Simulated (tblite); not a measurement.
Species: C₇H₁₁O (doublet state).
Numbering: `[CH2:1]=[CH:2][C@@:3]1([CH3:4])[CH2:5][C@@H:6]1[CH:7][OH:8]` (hydrogens: H9, H10 on C1; H11 on C2; H12, H13, H14 on C4; H15, H16 on C5; H17 on C6; H18 on C7; H19 on O8)

Geometry (GFN2-xTB, Å), atoms numbered from 1 in this order:
```
atom  x, y, z in Å
C1    -2.2225    1.5463    0.7461
C2    -1.3753    1.1059   -0.1810
C3    -0.4494   -0.0136   -0.0427
C4    -0.5669   -0.8637    1.1957
C5     0.0968   -0.6399   -1.2898
C6     1.0252    0.3005   -0.5769
C7     2.1972   -0.1322    0.1032
O8     2.3550   -1.4576    0.4486
H9    -2.8641    2.3896    0.5582
H10   -2.3140    1.0875    1.7144
H11   -1.3350    1.6174   -1.1358
H12   -0.3932   -0.2689    2.0912
H13   -1.5657   -1.2948    1.2537
H14    0.1586   -1.6705    1.1699
H15    0.3498   -1.6880   -1.2413
H16   -0.3009   -0.3222   -2.2427
H17    1.1141    1.3036   -0.9752
H18    2.9046    0.5804    0.4927
H19    3.1758   -1.5706    0.9346
```

Computed values, GFN2-xTB/tblite, gas phase, harmonic and unscaled. The method is semi-empirical: single wavenumbers can be off by several per cent or more. One conformer, not necessarily the lowest. Open shells enter through the occupations alone, without spin polarisation, and single modes of such species can be off by tens of per cent.

Harmonic wavenumbers (cm⁻¹): 83.9, 123.2, 159.8, 216.5, 238.4, 255.0, 272.0, 287.0, 372.4, 383.1, 435.3, 476.5, 579.3, 604.0, 660.2, 772.5, 852.3, 874.9, 942.4, 951.5, 982.3, 1001.0, 1045.8, 1059.6, 1063.9, 1074.0, 1108.2, 1181.3, 1241.1, 1267.8, 1305.8, 1330.1, 1351.4, 1402.8, 1411.4, 1420.8, 1446.2, 1491.9, 1500.1, 1656.1, 3008.1, 3017.8, 3036.4, 3048.0, 3067.0, 3076.4, 3086.6, 3106.2, 3114.6, 3139.0, 3585.9.

A = 4134, B = 1298, C = 1196 MHz; mass 111.081 u (most abundant isotopes); point group C1, symmetry number 1; spin multiplicity 2.

**Question.** What is the zero-point energy?

**Answer.** Half the sum of the wavenumbers: 34584 cm⁻¹ = 413.71 kJ/mol.

**Question.** What is S at 200 K and 1 bar for an ideal gas of classical rigid rotors and harmonic oscillators?

**Answer.** Translation 159.30, rotation 113.45, vibration 61.68, spin (R ln 2) 5.76: S = 340.2 J/(mol K).

**Question.** And Cp and H(200 K) − H(0)?

**Answer.** Cp = 116.46 J/(mol K), of which vibrations give 83.20 (their classical limit is 51 R = 424.0); H(200 K) − H(0) = 14.22 kJ/mol without the zero-point energy, 7.57 from vibrations.

**Question.** Which modes carry the vibrational entropy at 200 K?

**Answer.** 83.9 cm⁻¹: 12.64; 123.2 cm⁻¹: 9.59; 159.8 cm⁻¹: 7.60; 216.5 cm⁻¹: 5.42; 238.4 cm⁻¹: 4.78; 255.0 cm⁻¹: 4.35 J/(mol K); the other 45 give 17.31 together.

**Question.** What must be added to the electronic energy to get the Gibbs energy at 200 K and 1 bar?

**Answer.** ZPE + [H(200 K) − H(0)] − T·S = 413.71 + 14.22 − 68.04 = 359.89 kJ/mol.

**Question.** How do the functions run with temperature in this model?

**Answer.** 
```
T (K)  S (J/(mol K))  Cp (J/(mol K))  H − H(0) (kJ/mol)  G − H(0) (kJ/mol)  ln q(vib)
  100          276.3            71.4               4.75             -22.89       0.80
  300          395.4           158.9              27.98             -90.64       5.22
  500          495.3           234.8              67.72            -179.91      10.11
  800          622.9           307.6             150.08            -348.28      17.32
 1000          695.2           339.4             214.94            -480.24      21.82
```

q(vib) and H(0) count from the zero-point level.

**Question.** Blend soft modes into free rotors: weight 1/[1 + (100 cm⁻¹/ν̃)⁴] for the oscillator and the rest for a rotor with moment μB/(μ + B), μ = h/(8π²ν), B = 10⁻⁴⁴ kg m². What vibrational entropy results?

**Answer.** 60.93 J/(mol K) in place of 61.68, which changes −T·S at 200 K by +0.15 kJ/mol.

Hindered rotation and anharmonicity are outside this model. Other conformers, if any are populated, would add a mixing term that is left out. The structure is chiral; the term R ln 2 for an equal mix with its mirror image is left out.

On one thread, Intel Xeon at 2.50 GHz (x86_64), no GPU, shared host, this took 2.3 s. This covers the Hessian and the dipole derivatives.
